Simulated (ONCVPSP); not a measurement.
Potentials for titanium (Ti) compared

Generated with ld1.x 7.5 (TM, RRKJ, ultrasoft, PAW), atompaw 4.2 or ONCVPSP 4.0.1. The cutoff is in Ry: for ld1.x and atompaw files where the sum of valence levels is converged to 10 mRy in a Bessel basis, for ONCV files where the hardest occupied wave has 1 mHa per electron of residual kinetic energy. The error is the largest all-electron minus pseudo excitation energy over each file’s own four to seven test configurations (ionisations up to +4, promotions, holes and added fractions of an electron), all of which were solved. The labels leave out finer settings (local radius, basis sizes, second energies), which also bear on the numbers. Spin-polarised tests are not counted. The rows are a selection from randomly drawn settings: files with unsolved tests, undetermined cutoffs or missed reference levels are left out.

A true bound ghost makes a file unfit for plane-wave use even where its test errors are small: the radial tests pick states by their node count and pass the ghost by.

| potential | cutoff (Ry) | largest error (meV) | bound ghosts |
| --- | --- | --- | --- |
| ONCV, LDA (Perdew-Zunger), scalar-relativistic, rc 1.95/1.60/1.65 (spd), local smoothed, core correction no, reference 3s2 3p6 3d2 4s0.5, qcut 7.8/6.9/11.5, projectors 2/2/3 | 81 | +40 | none |
| ONCV, Wu-Cohen, scalar-relativistic, rc 1.40/1.70/1.40 (spd), local d, core correction no, reference 3s2 3p6 3d2 4s1, qcut 10.5/9.8/10.6, projectors 2/3/0 | 84 | -37 | s |
| ONCV, LDA (Perdew-Wang 92), scalar-relativistic, rc 2.30/2.85/2.30 (spd), local s, core correction yes, reference 3d2 4s1, qcut 2.3/3.2/5.9, projectors 0/2/2 | 49 | +40 | none |
| ONCV, PBE, scalar-relativistic, rc 3.10/2.35/2.10 (spd), local smoothed, core correction yes, reference 3d2 4s2, qcut 2.2/3.2/7.6, projectors 2/2/2 | 43 | +159 | none |
| ONCV, PBE, scalar-relativistic, rc 1.80/1.80/2.50 (spd), local smoothed, core correction yes, reference 3s2 3p6 3d2 4s1.5 4p0.5, qcut 8.5/7.9/6, projectors 2/3/2 | 39 | +271 | none |
| ONCV, LDA (Perdew-Zunger), scalar-relativistic, rc 1.75/1.15/1.35 (spd), local smoothed, core correction yes, reference 3s2 3p6 3d2 4s2, qcut 5.3/7.1/13.3, projectors 2/1/1 | 106 | +7.6 | none |
| ONCV, PBE, scalar-relativistic, rc 1.80/1.65/2.30 (spd), local smoothed, core correction yes, reference 3s2 3p6 3d2 4s1.75 4p0.25, qcut 8.2/9.2/6.6, projectors 2/2/1 | 42 | -506 | none |

Q: Fill in the row for Ti: ONCV, PBE, non-relativistic, rc 1.00/1.05/2.20 (spd), local smoothed, core correction yes, reference 3s2 3p6 3d2, qcut 8/7.1/6.1, projectors 3/2/2.

A: cutoff 92 Ry, largest error +228 meV, bound ghosts: s.

Q: Fill in the row for Ti: ONCV, PBEsol, scalar-relativistic, rc 1.50/1.00/2.15 (spd), local smoothed, core correction yes, reference 3s2 3p6 3d2 4s1, qcut 7.3/8.3/7.1, projectors 2/2/1.

A: cutoff 73 Ry, largest error -302 meV, bound ghosts: none.
